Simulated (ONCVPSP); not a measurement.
ruthenium: excitation energies, all-electron against ONCV

```json
{
  "Element": "Ru (Z = 44)",
  "Generator": "ONCVPSP 4.0.1",
  "Type": "optimised norm-conserving Vanderbilt (ONCV)",
  "Functional": "LDA (Perdew-Wang 92)",
  "Relativity": "scalar-relativistic",
  "Frozen core": "[Ar] 3d10",
  "Valence charge": "16",
  "Reference configuration": "4s2 4p6 4d6 5s2",
  "Partial waves": "4s+5s: rc 1.50 bohr, ncon 4, nbas 9, qcut 7.3 1/bohr, 2 projectors; 4p: rc 1.05 bohr, ncon 3, nbas 7, qcut 7.9 1/bohr, 1 projector; 4d: rc 2.10 bohr, ncon 5, nbas 9, qcut 8.9 1/bohr, 2 projectors, debl 1.6 Ha; f scattering state at 0.21 Ha: rc 1.85 bohr, ncon 5, nbas 10, qcut 5.9 1/bohr, 1 projector",
  "Local potential": "polynomial inside 0.70 bohr (lpopt 5, dvloc0 6 Ha)",
  "Core correction": "Teter function, fcfact 2.75, rcfact 1.3"
}
```

Energies are relative to the spin-unpolarised reference configuration 4s2 4p6 4d6 5s2; without spin polarisation the order of configurations can differ from experiment.

```json
{"valence configuration": "4s2 4p6 4d6 5s0", "charge": "+2", "ΔE all-electron (eV)": "24.422", "error AE − PS (meV)": "-5.1"}
{"valence configuration": "4s2 4p6 4d6 5s1", "charge": "+1", "ΔE all-electron (eV)": "8.701", "error AE − PS (meV)": "-1.5"}
```

Task: What are ΔE and the potential's error for 4s2 4p6 4d7 5s0?

Result: ΔE = 5.984 eV all-electron; the error (AE − PS) is -0.3 meV.

Task: What are ΔE and the potential's error for 4s2 4p6 4d7 5s1?

Result: ΔE = -1.621 eV all-electron; the error (AE − PS) is +0.4 meV.

Note: ghosts flagged at negative energy: s at -41.7 eV; GHOST(+) flagged for f at 113.1 eV, d at 141.1 eV. A true bound ghost makes a file unfit for plane-wave use.
